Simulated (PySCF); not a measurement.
# How the method changes the shape and vibrations of AlClH2O2

These are calculations, not measurements. They come from PySCF 2.14.0, an open-source quantum chemistry program, on an isolated molecule that a program drew, which may never have been made. The molecule is AlClH2O2 (charge 0, singlet), drawn as the SMILES string `[OH][Al]([OH])[Cl]`.

The geometry was optimised and harmonic frequencies were computed with HF and MP2, all in the cc-pV(D+d)Z basis, for the commonest isotopes, with a restricted reference for singlets and an unrestricted one otherwise, and a frozen core in MP2. Each result is a local minimum of its method.

Geometry at the HF minimum:
```xyz
6
AlClH2O2, angstrom
O    -0.7843   -0.2552    0.9816
Al   -0.6635    1.3869    0.6767
O    -1.8259    2.1731   -0.2321
Cl    0.9466    2.5015    1.4249
H    -0.2019   -0.8086    1.4739
H    -2.5949    1.7946   -0.6251
```

Lengths of the bonds as drawn, in Å (atoms numbered as above):
| bond | HF | MP2 |
|---|---|---|
| O1-Al2 | 1.675 | 1.702 |
| Al2-O3 | 1.672 | 1.699 |
| Al2-Cl4 | 2.096 | 2.097 |
| O1-H5 | 0.942 | 0.963 |
| O3-H6 | 0.943 | 0.964 |

Rotational constants, in GHz:
| constant | HF | MP2 |
|---|---|---|
| A | 6.682 | 6.537 |
| B | 3.193 | 3.163 |
| C | 2.161 | 2.131 |

Harmonic frequencies in cm^-1, each column in rising order, so a row needn't be the same motion in every method:
| rank | HF | MP2 |
|---|---|---|
| 1 | 197 | 189 |
| 2 | 236 | 224 |
| 3 | 278 | 267 |
| 4 | 381 | 343 |
| 5 | 385 | 367 |
| 6 | 498 | ? |
| 7 | 610 | 641 |
| 8 | 627 | 659 |
| 9 | 864 | 832 |
| 10 | 996 | 951 |
| 11 | 4220 | 3926 |
| 12 | 4229 | 3938 |

**Estimate the missing MP2 frequency from the HF column.**

A single factor s that minimises the squared misfit of MP2 against s times HF over the other rows is sum(HF x MP2) / sum(HF^2) = 0.9345, with an rms misfit of 33 cm^-1. For rank 6 it gives 0.9345 x 498 = 465 cm^-1. The calculation gives 493 cm^-1, 28 cm^-1 above the estimate. The drawn bonds are on average 1.5 % longer in MP2 than in HF.
